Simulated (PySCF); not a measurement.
PySCF job for C3H8OSi, SMILES C[SiH2]CC=O, PBE-D3(BJ)/def2-SVP. The structure is a stationary point at PBE-D3(BJ)/def2-SVP. This is a generated structure with no PubChem entry under its InChIKey; it may be hypothetical. One conformer was computed; it need not be the lowest.

```python
import numpy as np
from pyscf import gto, scf, dft, df
from pyscf.hessian import thermo

mol = gto.M(
    atom='''
    C     0.24028012   -2.52792565   -0.00000000
    Si   -0.49353112   -0.78397549    0.00000000
    C     0.92784125    0.49469034   -0.00000000
    C     0.45002427    1.92594059   -0.00000000
    O    -0.72006385    2.25826169    0.00000000
    H    -0.56310417   -3.29215431    0.00000000
    H     0.86939507   -2.69779951   -0.89752099
    H     0.86939507   -2.69779951    0.89752100
    H    -1.33992176   -0.58458922    1.22630813
    H    -1.33992176   -0.58458922   -1.22630814
    H     1.59912098    0.34895624   -0.87790387
    H     1.59912098    0.34895624    0.87790387
    H     1.26698824    2.71235102   -0.00000000
    ''',
    basis='def2-SVP',
    charge=0,
    spin=0,
    max_memory=1600,
    verbose=3,
)
mf = dft.RKS(mol, xc='pbe').density_fit(auxbasis='def2-universal-jkfit')
mf.disp = 'd3bj'
mf.grids.level = 3
mf.conv_tol = 1e-11
mf.max_cycle = 100
mf.kernel()

# [left out here: the lines that compute and print the analytic Hessian (its translational invariance restored by hand, since the grid's response is missing), thermochemistry and intensities]
```

Program output:

```
converged SCF energy = -483.223608543613

WARN: DFTD3 does not support analytical Hessian, using finite difference


WARN: Mole.unit (angstrom) is changed to Bohr

Mode                                 0                   1                   2
Irrep
Freq [cm^-1]                       70.3890             86.9110            129.1496
Reduced mass [au]                   1.7582              3.0435              4.4059
Force const [Dyne/A]                0.0051              0.0135              0.0433
Char temp [K]                     101.2741            125.0456            185.8176
Normal mode                   x     y     z       x     y     z       x     y     z
       0   C                -0.00 -0.00 -0.08   -0.00 -0.00  0.11    0.11  0.01  0.00
       1  Si                 0.00  0.00  0.04    0.00  0.00 -0.08   -0.06 -0.06 -0.00
       2   C                 0.00  0.00  0.11    0.00  0.00 -0.04   -0.09 -0.03 -0.00
       3   C                -0.00  0.00 -0.13   -0.00  0.00 -0.06    0.02  0.01 -0.00
       4   O                -0.00 -0.00  0.02   -0.00 -0.00  0.14    0.06  0.14  0.00
       5   H                -0.00  0.00 -0.13   -0.00  0.00  0.06    0.20 -0.09  0.00
       6   H                -0.00  0.07 -0.10    0.11 -0.06  0.20    0.13  0.09  0.00
       7   H                 0.00 -0.07 -0.10   -0.11  0.06  0.20    0.13  0.09 -0.00
       8   H                -0.01 -0.08  0.04   -0.11  0.06 -0.16   -0.08 -0.11 -0.00
       9   H                 0.01  0.08  0.04    0.11 -0.06 -0.16   -0.08 -0.11  0.00
      10   H                 0.20 -0.12  0.28    0.08 -0.02  0.02   -0.09 -0.06  0.00
      11   H                -0.20  0.12  0.28   -0.08  0.02  0.02   -0.09 -0.06 -0.00
      12   H                -0.00  0.00 -0.45   -0.00  0.00 -0.27    0.11 -0.07 -0.00
Mode                                 3                   4                   5
Irrep
Freq [cm^-1]                      166.1377            200.7133            422.0118
[...]
       4   O                 0.04 -0.01  0.00    0.01 -0.01  0.00   -0.00  0.00  0.03
       5   H                 0.05 -0.08 -0.00   -0.01  0.02 -0.00    0.00 -0.00  0.02
       6   H                 0.01  0.03  0.01    0.01  0.01  0.01    0.01 -0.00  0.00
       7   H                 0.01  0.03 -0.01    0.01  0.01 -0.01   -0.01  0.00  0.00
       8   H                 0.02 -0.20  0.05   -0.53  0.14 -0.41   -0.04 -0.03 -0.01
       9   H                 0.02 -0.20 -0.05   -0.53  0.14  0.41    0.04  0.03 -0.01
      10   H                 0.06  0.45  0.02    0.01  0.07  0.01    0.01  0.49 -0.02
      11   H                 0.06  0.45 -0.02    0.01  0.07 -0.01   -0.01 -0.49 -0.02
      12   H                 0.11 -0.25  0.00    0.02 -0.05  0.00   -0.00 -0.00  0.44
Mode                                18                  19                  20
Irrep
Freq [cm^-1]                     1200.6781           1218.7807           1317.7848
Reduced mass [au]                   2.3239              1.2475              1.0850
Force const [Dyne/A]                1.9739              1.0918              1.1102
Char temp [K]                    1727.5084           1753.5541           1895.9990
Normal mode                   x     y     z       x     y     z       x     y     z
       0   C                -0.01  0.00 -0.00   -0.05  0.12  0.00    0.00 -0.00  0.00
       1  Si                -0.00 -0.02  0.00    0.00 -0.01 -0.00   -0.00  0.00 -0.00
       2   C                 0.06  0.19 -0.00   -0.00 -0.01  0.00   -0.06  0.05  0.00
       3   C                -0.02 -0.11  0.00    0.00  0.01  0.00    0.00 -0.01  0.00
       4   O                 0.01  0.02  0.00   -0.00 -0.00 -0.00   -0.02  0.01 -0.00
       5   H                 0.02 -0.03 -0.00    0.37 -0.35 -0.00    0.01 -0.01 -0.00
       6   H                 0.00 -0.01  0.01    0.08 -0.47  0.18   -0.02  0.00 -0.02
       7   H                 0.00 -0.01 -0.01    0.08 -0.47 -0.18   -0.02  0.00  0.02
       8   H                 0.01  0.05  0.00   -0.00  0.01 -0.01    0.01 -0.00  0.00
       9   H                 0.01  0.05 -0.00   -0.00  0.01  0.01    0.01 -0.00 -0.00
      10   H                -0.19 -0.37 -0.09    0.01  0.02  0.01    0.47 -0.22  0.42
      11   H                -0.19 -0.37  0.09    0.01  0.02 -0.01    0.47 -0.22 -0.42
      12   H                -0.03 -0.11 -0.00    0.01  0.00  0.00    0.10 -0.12 -0.00
Mode                                21                  22                  23
Irrep
Freq [cm^-1]                     1358.0735           1385.5292           1387.8801
Reduced mass [au]                   1.1954              1.0485              1.0477
Force const [Dyne/A]                1.2990              1.1859              1.1890
Char temp [K]                    1953.9654           1993.4681           1996.8505
Normal mode                   x     y     z       x     y     z       x     y     z
       0   C                -0.00 -0.00  0.00   -0.05 -0.02  0.00    0.00  0.00  0.06
       1  Si                 0.00  0.00 -0.00   -0.01 -0.00  0.00    0.00  0.00  0.01
       2   C                -0.04  0.00  0.00    0.00  0.00 -0.00   -0.00 -0.00 -0.00
       3   C                -0.01 -0.08  0.00    0.00  0.00 -0.00   -0.00 -0.00 -0.00
       4   O                 0.06  0.02 -0.00   -0.00 -0.00  0.00    0.00  0.00  0.00
       5   H                -0.00 -0.00 -0.00   -0.28  0.23 -0.00    0.00 -0.00 -0.71
       6   H                 0.02  0.00  0.02    0.51  0.04  0.38   -0.24 -0.40 -0.05
       7   H                 0.02  0.00 -0.02    0.51  0.04 -0.38    0.24  0.40 -0.05
       8   H                -0.00 -0.00 -0.01    0.01  0.01  0.01   -0.01  0.01 -0.01
       9   H                -0.00 -0.00  0.01    0.01  0.01 -0.01    0.01 -0.01 -0.01
      10   H                 0.07  0.02  0.08    0.02 -0.01  0.01    0.01  0.01  0.00
      11   H                 0.07  0.02 -0.08    0.02 -0.01 -0.01   -0.01 -0.01  0.00
      12   H                -0.68  0.59 -0.00    0.03 -0.03  0.00   -0.00  0.00  0.01
Mode                                24                  25                  26
Irrep
Freq [cm^-1]                     1776.3391           2170.1359           2176.5589
Reduced mass [au]                  10.4517              1.0301              1.0520
Force const [Dyne/A]               19.4308              2.8582              2.9363
Char temp [K]                    2555.7564           3122.3424           3131.5837
Normal mode                   x     y     z       x     y     z       x     y     z
       0   C                 0.00  0.00 -0.00    0.00 -0.00  0.00    0.00 -0.00  0.00
       1  Si                -0.00  0.00  0.00   -0.03  0.01 -0.00   -0.00  0.00  0.04
       2   C                 0.01 -0.00  0.00    0.00  0.00 -0.00    0.00  0.00  0.00
       3   C                -0.21  0.08  0.00   -0.00  0.00 -0.00   -0.00  0.00 -0.00
       4   O                 0.15 -0.04  0.00    0.00 -0.00 -0.00    0.00 -0.00 -0.00
       5   H                -0.00  0.01 -0.00   -0.01 -0.00 -0.00   -0.00 -0.00  0.00
       6   H                 0.00 -0.00  0.00   -0.00  0.01 -0.00   -0.00  0.00  0.00
       7   H                 0.00 -0.00 -0.00   -0.00  0.01  0.00    0.00 -0.00  0.00
       8   H                -0.00  0.00  0.02    0.39 -0.09 -0.57    0.39 -0.10 -0.56
       9   H                -0.00  0.00 -0.02    0.39 -0.09  0.57   -0.39  0.10 -0.56
      10   H                 0.03 -0.04  0.02   -0.00 -0.00 -0.00   -0.00 -0.00  0.00
      11   H                 0.03 -0.04 -0.02   -0.00 -0.00  0.00    0.00  0.00  0.00
      12   H                 0.00 -0.12 -0.00    0.00 -0.00 -0.00    0.00 -0.00  0.00
Mode                                27                  28                  29
Irrep
Freq [cm^-1]                     2777.0117           2959.7069           2975.5800
Reduced mass [au]                   1.0838              1.0637              1.0357
Force const [Dyne/A]                4.9242              5.4901              5.4027
Char temp [K]                    3995.5015           4258.3592           4281.1971
Normal mode                   x     y     z       x     y     z       x     y     z
       0   C                 0.00  0.00  0.00    0.00 -0.00  0.00    0.02 -0.04  0.00
       1  Si                -0.00 -0.00  0.00    0.00  0.00  0.00   -0.00  0.00  0.00
       2   C                -0.00  0.00 -0.00   -0.07  0.02 -0.00    0.00 -0.00  0.00
       3   C                 0.05  0.06 -0.00   -0.00 -0.00 -0.00    0.00  0.00 -0.00
       4   O                 0.00 -0.00  0.00    0.00 -0.00  0.00   -0.00  0.00 -0.00
       5   H                -0.00  0.00  0.00    0.01  0.00  0.00    0.41  0.36  0.00
       6   H                 0.00 -0.00 -0.00   -0.01  0.00  0.01   -0.32  0.07  0.47
       7   H                 0.00 -0.00  0.00   -0.01  0.00 -0.01   -0.32  0.07 -0.47
       8   H                 0.00  0.00 -0.00    0.00 -0.00 -0.00    0.00 -0.00  0.00
       9   H                 0.00  0.00  0.00    0.00 -0.00  0.00    0.00 -0.00 -0.00
      10   H                 0.02  0.00 -0.03    0.40 -0.09 -0.55   -0.01  0.00  0.01
      11   H                 0.02  0.00  0.03    0.40 -0.09  0.55   -0.01  0.00 -0.01
      12   H                -0.68 -0.68 -0.00    0.03  0.03 -0.00   -0.00 -0.00 -0.00
Mode                                30                  31                  32
Irrep
Freq [cm^-1]                     3001.9126           3074.1046           3076.8518
Reduced mass [au]                   1.0980              1.1023              1.1020
Force const [Dyne/A]                5.8297              6.1375              6.1467
Char temp [K]                    4319.0839           4422.9521           4426.9047
Normal mode                   x     y     z       x     y     z       x     y     z
       0   C                -0.00 -0.00  0.00    0.00  0.00  0.09   -0.08 -0.04  0.00
       1  Si                -0.00 -0.00 -0.00    0.00  0.00  0.00   -0.00 -0.00  0.00
       2   C                 0.00 -0.00 -0.09   -0.00 -0.00  0.00    0.00  0.00  0.00
       3   C                 0.00  0.00 -0.00    0.00 -0.00 -0.00   -0.00  0.00  0.00
       4   O                -0.00 -0.00 -0.00   -0.00 -0.00  0.00    0.00 -0.00  0.00
       5   H                 0.00  0.00  0.00   -0.00 -0.00  0.02    0.57  0.55  0.00
       6   H                 0.00  0.00 -0.00    0.39 -0.10 -0.54    0.20 -0.06 -0.31
       7   H                -0.00 -0.00 -0.00   -0.39  0.10 -0.54    0.20 -0.06  0.31
       8   H                -0.00 -0.00  0.00    0.00 -0.00 -0.00    0.00 -0.00 -0.00
       9   H                 0.00  0.00  0.00   -0.00  0.00 -0.00    0.00 -0.00  0.00
      10   H                -0.41  0.09  0.52    0.00  0.00 -0.00    0.00  0.00 -0.00
      11   H                 0.41 -0.09  0.52   -0.00 -0.00 -0.00    0.00  0.00  0.00
      12   H                -0.00 -0.00  0.00    0.00 -0.00  0.00   -0.00  0.00  0.00
temperature 298.1500 [K]
pressure 101325.00 [Pa]
Rotational constants [GHz] 10.77410 1.92273 1.69971
Symmetry number 1
Zero-point energy (ZPE) 0.09658 [Eh]   253579.326 [J/mol]
                           tot       elec      trans        rot        vib
Entropy [J/mol/K]       358.063      0.000    164.611    111.357     82.095
Cv [J/mol/K]            110.196      0.000     12.472     12.472     85.253
Cp [J/mol/K]            118.511      0.000     20.786     12.472     85.253
Internal energy [J/mol]                      3718.434   3718.434 266471.583
Internal energy [Eh]   -483.11928  -483.22361
Enthalpy [J/mol]                             6197.391   3718.434 266471.583
Enthalpy [Eh]          -483.11834
Gibbs free energy [J/mol]                  -42881.499 -29482.600 241995.005
Gibbs free energy [Eh] -483.15900
mode   freq/cm-1   IR/(km/mol)
   1       70.39         0.007
   2       86.91         0.692
   3      129.15         5.179
   4      166.14         0.073
   5      200.71         3.619
   6      422.01         1.430
   7      529.20         5.436
   8      564.57        10.135
   9      637.21        13.875
  10      693.62        30.699
  11      701.95        20.748
  12      786.99        16.229
  13      856.47        27.351
  14      861.73       194.616
  15      893.87        19.086
  16      896.70         0.306
  17      908.91        61.428
  18     1131.69         2.042
  19     1200.68        79.156
  20     1218.78        13.943
  21     1317.78        28.842
  22     1358.07        14.586
  23     1385.53         2.770
  24     1387.88         4.580
  25     1776.34       135.048
  26     2170.14        75.893
  27     2176.56       115.844
  28     2777.01       178.515
  29     2959.71         4.044
  30     2975.58         3.513
  31     3001.91         0.628
  32     3074.10         4.597
  33     3076.85         3.315
max |gradient| / (hartree/bohr): 5.3616163243910695e-05
APT charges: [-0.3323  1.1076 -0.4206  0.7238 -0.5559  0.016   0.0168  0.0168 -0.2525
 -0.2525  0.0247  0.0247 -0.1168]
```

The run converged.

Cost: very roughly 3 core-minutes.
